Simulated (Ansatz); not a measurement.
Basis-set extrapolation for CH₉BSSi₂ (`B[SiH2]CS[SiH3]`) (PBE0-D4/def2-TZVP geometry, frozen core, Ansatz). Multiplicity 1, RHF reference.

```json
{"": "HF", "def2-TZVPP": "-1043.226560", "def2-QZVPP": "-1043.258920"}
{"": "MP2 correlation", "def2-TZVPP": "-0.702642", "def2-QZVPP": "-0.754503"}
{"": "CCSD(T) correlation", "def2-TZVPP": "-0.815223", "def2-QZVPP": "not run"}
```

Energies in hartree. Use E(X) = E(∞) + A·exp(−7.88·√X) for Hartree–Fock and E(X) = E(∞) + B·X^(−2.97) for correlation, with X = 3 and 4, and add CCSD(T) minus MP2 of the smaller set to the MP2 limit.

What is the CCSD(T) energy at the basis-set limit?

HF limit: -1043.258920 + (-0.032360) × 0.13774 = -1043.26338. MP2 limit: -0.754503 + (-0.051861) × 0.74074 = -0.79292. Higher-order term: -0.815223 − (-0.702642) = -0.11258. Total: -1044.16888 hartree, 333.7 kJ/mol below CCSD(T)/def2-TZVPP.
